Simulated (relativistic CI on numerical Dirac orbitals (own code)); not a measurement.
Computed by Dirac-Coulomb-Breit CI, orbitals from a KLI potential per configuration, a model potential for QED, unscaled Slater integrals (own radial code, finite nucleus).

The strongest absorption lines from the ground level of an ion, among the configurations computed and to levels below about 451 eV (vacuum wavelength in Å, gf): 34.753 (2.2), 36.954 (3.5), 44.539 (0.52), 44.867 (2.3), 45.107 (4.3), 48.479 (1.8), 54.531 (0.74), 55.863 (0.73).

Question: Which ion is it?
A. Ra⁵⁰⁺
B. Hg⁴⁴⁺
C. Hg⁴²⁺
D. Os³⁸⁺

Answer: C. Hg⁴²⁺ has 38 electrons and the ground level 4s²4p⁶4d² ³F2; the strongest line goes to 4s²4p⁶4d4f ³G°3. The pattern of lines fixes the number of electrons, and along that sequence the line energies rise steadily with the charge (about as its square where n changes within one kind of shell, about linearly where n is kept but much faster in heavy ions where fine structure, which grows about as Z⁴, sets the gap, and irregularly where shells cross), which fixes Z. Configurations outside the model, such as inner-shell arrays, can give stronger lines. At this charge energies of transitions that change n are usually good to better than 1 %, and those within a shell (Δn = 0) to a few per cent.

LS names give the leading component of a level, which can be under half, so a name can repeat, a term be missing and a line seem to break the LS rules.
